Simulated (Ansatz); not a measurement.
Cost and result for the atomization energy of `[SiH3]NC[SiH2]Cl` (13 atoms, 12 bonds).

Z-matrix (Å, degrees):
```
Si
N 1 1.721
H 1 1.494 2 114.4
H 1 1.487 2 108.4 3 119.4
H 1 1.485 2 107.2 3 -120.7
C 2 1.456 1 123.3 3 -65.3
H 2 1.008 1 118.3 3 89.4
Si 6 1.875 2 106.6 1 -138.7
H 6 1.095 2 109.4 1 -21.9
H 6 1.098 2 113.8 1 96.7
Cl 8 2.062 6 111.3 2 -172.9
H 8 1.485 6 109.1 2 -53.9
H 8 1.481 6 110.4 2 67.0
```

Total charge 0; spin multiplicity 1. Geometry: relaxed with PBE0-D4/def2-TZVP. It is one conformer, not always the lowest. Program: Ansatz. All runs use 4 threads of an Arm Neoverse V1 on a shared host. Times are those of one run each, without the atoms' runs, and a repeat can differ threefold. Electronic energies, without spin–orbit coupling; frozen cores. CCSD(T)/CBS adds CCSD(T) − MP2 in def2-TZVPP to the MP2 limit, and its time is that of the two runs behind it. T1 = 0.010. B3LYP takes the VWN-RPA correlation (the form of Gaussian; ORCA's B3LYP/G).

CCSD(T)/CBS is a level of theory with its own doubt, some kJ/mol a heavy atom from the limit and from the frozen cores, so smaller differences don't rank the functionals.

```
                            level  functions  atomization (kcal/mol)  difference from CCSD(T)/CBS  per bond
              PBE-QIDH/def2-TZVPP        300                  1017.2                        -11.6      -1.0
                 CCSD(T)/def2-SVP        122                   957.4                        -71.4      -5.9
                   MP2/def2-QZVPP        564                  1022.8                         -6.0      -0.5
               BLYP-D4/def2-TZVPP        300                  1019.9                         -8.9      -0.7
              BHLYP-D4/def2-TZVPP        300                  1009.3                        -19.5      -1.6
               PBE0-D4/def2-TZVPP        300                  1022.0                         -6.8      -0.6
               CCSD(T)/def2-TZVPP        300                   999.4                        -29.4      -2.4
B3LYP-D4/def2-TZVPP (with forces)        300                  1027.7                         -1.1      -0.1
 ωB97M-V/def2-TZVPP (with forces)        300                  1032.1                          3.3       0.3
            r2SCANh-D4/def2-TZVPP        300                  1021.4                         -7.4      -0.6
          CAM-B3LYP-D4/def2-TZVPP        300                  1032.0                          3.2       0.3
                CCSD(T)/CBS(def2)          –                  1028.8                          0.0       0.0
             revPBE-D4/def2-TZVPP        300                  1012.1                        -16.7      -1.4
```

Problem. Order the runs by time, with rough figures. (An estimate is asked.)

Solution. Computed: revPBE-D4/def2-TZVPP 3.1 s; BLYP-D4/def2-TZVPP 3.2 s; PBE0-D4/def2-TZVPP 5.5 s; BHLYP-D4/def2-TZVPP 5.5 s; CAM-B3LYP-D4/def2-TZVPP 6 s; B3LYP-D4/def2-TZVPP (with forces) 8 s; CCSD(T)/def2-SVP 8 s; r2SCANh-D4/def2-TZVPP 9 s; PBE-QIDH/def2-TZVPP 9 s; ωB97M-V/def2-TZVPP (with forces) 19 s; MP2/def2-QZVPP 36 s; CCSD(T)/def2-TZVPP 5.8 min; CCSD(T)/CBS(def2) 6.4 min.

From r2SCAN to r2SCAN0 (25 % exact exchange), in def2-TZVPP and without D4, the atomization energy moves by −10.0 kcal/mol: exact exchange takes away binding that semilocal exchange gives to molecules. The D4 term adds +11.8 kcal/mol with B3LYP and +6.3 kcal/mol with PBE0; it sums over pairs of atoms, weighted by their polarisabilities, and B3LYP, whose exchange is more repulsive, gets the larger term. In def2-TZVPP, CCSD(T) changes the Hartree–Fock value by +241.3 kcal/mol (the triples alone add +12.2 kcal/mol) and MP2 by +247.1 kcal/mol; breaking electron pairs costs correlation energy, which Hartree–Fock lacks.
